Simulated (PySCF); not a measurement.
`C=C(C#CC)CO`. The geometry is computed with GFN2-xTB (gas phase).

```
atom  x, y, z in Å
C1    -1.5444   -1.2031    0.8860
C2    -0.8704   -0.1778    0.3716
C3     0.5424   -0.1755    0.2699
C4     1.7396   -0.1509    0.1569
C5     3.1789   -0.1355    0.0344
C6    -1.5410    1.0714   -0.1587
O7    -2.9335    0.9678   -0.3042
H8    -2.6179   -1.1793    0.9693
H9    -1.0420   -2.0807    1.2537
H10    3.4964    0.7326   -0.5431
H11    3.5202   -1.0403   -0.4687
H12    3.6357   -0.0896    1.0230
H13   -1.3757    1.8929    0.5466
H14   -1.0665    1.3511   -1.1136
H15   -3.1264    0.2250   -0.8876
```

Problem. What is the longest distance between nuclei?

Solution. H12···H15, 7.03 Å; the next longest distance is 6.78 Å.

Problem. Work out the bond lengths C1–H9, C3≡C4, C4–C5, C5–H10, C5–H12, C6–O7 in Å.

Solution. For C1–H9 the difference vector is (0.5024, -0.8776, 0.3677) Å, of length 1.0760 Å. C1–H9 1.076; C3≡C4 1.203; C4–C5 1.445; C5–H10 1.090; C5–H12 1.090; C6–O7 1.404 Å.

Problem. What is the repulsion energy of the bare nuclei, Σ ZA·ZB/RAB?

Solution. 261.38 Eh over 105 pairs, with full nuclear charges and distances in bohr; the largest single term is 18.09 Eh (C6 with O7).

Problem. Where is the centre of mass (commonest isotopes), and what is the radius of gyration?

Solution. Mass 96.058 u; centre at (-0.286, 0.063, 0.152) Å; Rg = √(Σ m r²/M) = 2.269 Å. As Ia + Ib + Ic = 2 Σ m r², the three principal moments sum to 988.7 u·Å².

Problem. How far are the heavy atoms from their best plane (unweighted least squares)?

Solution. 0.070 Å rms; C1 0.01, C2 0.04, C3 0.02, C4 0.01, C5 0.04, C6 0.12, O7 0.12 Å (magnitudes).

Problem. Write the matrix of distances between heavy atoms (Å, lower triangle).

Solution. 
```
C1    0.000
C2    1.330  0.000
C3    2.406  1.416  0.000
C4    3.525  2.619  1.203  0.000
C5    4.917  4.064  2.647  1.445  0.000
C6    2.503  1.514  2.466  3.515  4.876  0.000
O7    2.839  2.455  3.704  4.827  6.220  1.404  0.000
```

GFN2-xTB frequencies: not computed here. The numbers are those of one conformer.
